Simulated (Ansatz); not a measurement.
Program: Ansatz. Geometries: PBE0-D4/def2-TZVP. ΔE: electronic, gas phase. CBS: MP2 limit from def2 TZ/QZ plus the TZ coupled-cluster correction, frozen cores. Functionals use def2-TZVPP. B3LYP here is the variant with VWN-RPA as its local correlation; programs differ in this. For Ga, Se outer-core shells are correlated without core-valence functions, which leaves a few kJ/mol of doubt a bond. Scalar relativity is left out up to krypton. Each species was taken in one conformer, which may not be the lowest.

Consider the cleavage of the Si–Si bond: `[NH2][GaH][SiH2][SiH3]` + `N[SiH2][SeH]` → `[SiH3]N[SiH2][SeH]` + `[NH2][GaH][SiH3]`.

(1) Is it downhill or uphill in electronic energy at CCSD(T)/CBS, and by how much? (An estimate is asked.)

(2) What do these levels give: ωB97X-V, B2PLYP, PBE, r2SCAN, PBE0, B3LYP, HF/def2-TZVPP, SCS-MP2/def2-TZVPP, CCSD/def2-TZVPP, CCSD(T)/def2-TZVPP, HF/def2-QZVPP, MP2/def2-QZVPP? (Estimate.)

Largest T1 diagnostic among the species: 0.015.

Results:

(1) Computed: Downhill: ΔE = -44.0 kJ/mol.

(2) The calculation gave: ωB97X-V -42.5, B2PLYP -44.8, PBE -21.3, r2SCAN -35.0, PBE0 -27.6, B3LYP -39.7, HF/def2-TZVPP -58.9, SCS-MP2/def2-TZVPP -53.4, CCSD/def2-TZVPP -46.2, CCSD(T)/def2-TZVPP -44.1, HF/def2-QZVPP -60.3, MP2/def2-QZVPP -50.5 kJ/mol.

From PBE to PBE0 (25 % exact exchange), in def2-TZVPP and without D4, ΔE moves by −6.3 kJ/mol. In def2-TZVPP, CCSD(T) changes the Hartree–Fock value by +14.8 kJ/mol (the triples alone add +2.1 kJ/mol) and MP2 by +8.8 kJ/mol. The D4 term adds −3.3 kJ/mol with B3LYP and −1.7 kJ/mol with PBE0; it sums over pairs of atoms, weighted by their polarisabilities, and B3LYP, whose exchange is more repulsive, gets the larger term.
